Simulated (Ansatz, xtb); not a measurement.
**Relaxing a trial structure of CH3BBrF**

The starting geometry of this gas-phase singlet was built from a drawn formula by distance geometry and a force field; its bonds are those of `F[CH+][BH2-]Br`.

```xyz
7

C    -0.4355   -1.5676   -0.9137
B    -1.4615   -1.5134    0.2459
Br   -3.3104   -0.9400   -0.4541
F    -0.6414   -2.3768   -1.9504
H     0.4225   -0.9013   -0.9383
H    -1.5647   -2.5987    0.7746
H    -1.1026   -0.7652    1.0996
```

Question: Predict what becomes of its bonds when it is optimised with r2SCAN-D4/def2-SVP.

Answer: It rearranges to `FCBBr`. Contacts that open: B2–H6 (1.21 → 2.18 Å). Contacts that close: C1–H6 (2.28 → 1.11 Å).

The energy falls by 2.17 eV over 19 steps:

```csv
step,E − E(last) (eV)
1,2.172
3,1.935
5,1.799
7,1.437
9,0.837
11,0.371
13,0.201
15,0.070
17,0.000
19,0.000
```

Final geometry (Å):

```json
{"atom": "C", "x (Å)": "-0.6086", "y (Å)": "-1.8792", "z (Å)": "-0.5986"}
{"atom": "B", "x (Å)": "-1.6818", "y (Å)": "-1.0758", "z (Å)": "0.1959"}
{"atom": "Br", "x (Å)": "-3.4084", "y (Å)": "-0.7415", "z (Å)": "-0.5143"}
{"atom": "F", "x (Å)": "-0.9858", "y (Å)": "-2.3310", "z (Å)": "-1.8443"}
{"atom": "H", "x (Å)": "0.3000", "y (Å)": "-1.2459", "z (Å)": "-0.6936"}
{"atom": "H", "x (Å)": "-0.2866", "y (Å)": "-2.7405", "z (Å)": "0.0261"}
{"atom": "H", "x (Å)": "-1.4225", "y (Å)": "-0.6492", "z (Å)": "1.2923"}
```

From the same start GFN2-xTB reaches the same bonding as this run.

The end wasn't checked by frequencies. Run with Ansatz 0.2.0, 35 s on 2 threads of Intel(R) Xeon(R) Platinum 8259CL CPU @ 2.50GHz (Skylake/Cascade Lake), with other jobs on the host.
